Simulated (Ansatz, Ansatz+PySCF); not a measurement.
```xyz
12

C     1.5065    0.0000    0.0000
C     0.7533    1.3047    0.0000
C    -0.7533    1.3047    0.0000
C    -1.5065    0.0000    0.0000
C    -0.7533   -1.3047    0.0000
C     0.7533   -1.3047    0.0000
H     2.6870    0.0000    0.0000
H     1.3435    2.3270    0.0000
H    -1.3435    2.3270    0.0000
H    -2.6870    0.0000    0.0000
H    -1.3435   -2.3270    0.0000
H     1.3435   -2.3270    0.0000
```

Basis set: def2-SVP (spherical functions). Frozen core: 6 orbitals. Charge 0, multiplicity 1.

Computed with Ansatz (development build ahead of 0.2.0); each method stands on the lowest determinant of its kind that the runs found. Restricted open shells among the atoms or ions are ROHF, correlated in semicanonical orbitals with singles.

The atomization energy at this shape (free ground-state atoms in the same class of orbitals less the molecule, no zero-point energy) of singlet C₆H₆:

```
 method  atomization energy
UHF-MP2            54.52 eV
    UHF            43.18 eV
```

Question: What does RHF-MP2 give?

Answer: 56.38 eV. Caution: the shape is not the minimum. Caution for RHF-MP2: an unrestricted determinant lies well below. Caution for UHF-MP2: another reference gives a lower total. Caution for UHF-MP2, UHF: the determinant breaks the point group; the unrestricted determinant is a mixture of spin states.
